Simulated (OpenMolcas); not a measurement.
## Exact exchange and the dipole moment of CH5BN2

CH5BN2 has 9 atoms, charge 0, and is taken as a singlet. SMILES: `B1NCN1`. The coordinates come from a PBE0-D4/def2-TZVP relaxation.

The dipole moment y, in D, basis def2-SVPD; a is the functional's share of exact exchange. Programs: OpenMolcas 26.06.

```
functional     program     a  y (D)
    r2SCAN  OpenMolcas     0   1.43
      TPSS  OpenMolcas     0   1.45
     B3LYP  OpenMolcas   0.2      ?
      PBE0  OpenMolcas  0.25   1.39
     BHLYP  OpenMolcas   0.5   1.26
```

Q: Fit y = c + s·a to the known rows and predict B3LYP.

A: 
1. Means of the 4 rows: a = 0.1875, y = 1.382.
2. Σ(Δa)² = 0.17188, Σ(Δa·Δy) = -0.059375, so the slope is -0.059375/0.17188 = -0.34544.
3. Intercept: 1.382 − (-0.34544) × 0.1875 = 1.447. The largest residual of the fit is 0.029.
4. B3LYP: 1.447 + (-0.34544) × 0.2 = 1.38 D.

The run gave 1.38 D, so the prediction is off by 0.00 D: they agree to the digits shown.
